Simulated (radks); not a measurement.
Numerical settings for neutral iodine, [Kr] 4d10 5s2 5p5. Method: scalar-relativistic Kohn-Sham, BLYP, spin-polarised, spherical densities, finite nucleus; open shells are filled with parallel spins first (spin-orbit coupling, left out, can overturn this in heavy ions); Fermi nuclear charge, rms radius 4.75 fm; computed with a radial shooting solver on a logarithmic mesh with Libxc functionals. The defaults (mesh step 0.008 in ln r, mesh end at 40 bohr or more with all orbitals vanishing there, Anderson mixing 0.5 over 9 steps, residual threshold near 1e-9 with the energy settled to 1e-9 hartree or 1e-11 of itself, here a cap of 76 iterations) give E = -7116.8360 hartree and 5p at -6.623 eV in 15 iterations. Run on one thread of a shared host, so times are rough (Arm Neoverse V2): 0.21 s of CPU time, 0.21 s wall, 15 iterations on 2437 mesh points. Changes against that run (0 stands for a change within the tolerance of the run):

setting                     iterations         converged  E (mhartree)  e(5p) (meV)  CPU (s)
mesh step in ln r 0.02              14               yes     +0.000285            0     0.09
mesh step in ln r 0.05              13               yes       +0.0753            0     0.04
mesh step in ln r 0.12               4                no      diverged            -     0.02
mesh end (bohr) 1                   17  level above zero     +3.24e+05    +1.04e+06     0.27
mesh end (bohr) 20                  15               yes             0            0      0.2
residual threshold 0.01              9               yes     +0.000244        -2.31     0.14
residual threshold 0.1               9               yes     +0.000244        -2.31     0.15
mixing 0.01                         30               yes             0            0     0.36
linear mixing, mixing 0.05          76                no         +2.04        -88.6        1
linear mixing, mixing 0.2           76                no             0            0     0.84
mixing history 20                   17               yes             0            0     0.22
iteration cap 8                      8                no     +0.000244        -2.31     0.13

Settled on a wrong energy, with an occupied level pushed above zero by the early mesh end: mesh end (bohr) 1 (+324 hartree). Apart from these: no run marked as converged misses the energy by more than 1 mhartree. A mesh that ends early acts as a hard wall.
